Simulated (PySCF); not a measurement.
Computed shifts of a molecule C4H10Be, KT2/pcSseg-1 (PySCF), GIAO, gas phase, equivalent atoms averaged, in ppm (number of nuclei): ¹³C: 11.6 (2), 5.6 (2). ¹H: 1.34 (6), 0.38 (4). References: ¹³C against TMS (σ = 185.1 ppm); ¹H against TMS (σ = 31.47 ppm), references at their B3LYP-D3(BJ)/def2-TZVP geometries, non-relativistic. Geometry: B3LYP-D3(BJ)/def2-SVP. One conformer was computed; it need not be the lowest.

Problem. Pick the molecule that these values belong to.
A) [CH3][Be][CH](C)C
B) [BeH][C](C)(C)C
C) C[CH2][Be][CH2]C

Solution. C, C[CH2][Be][CH2]C
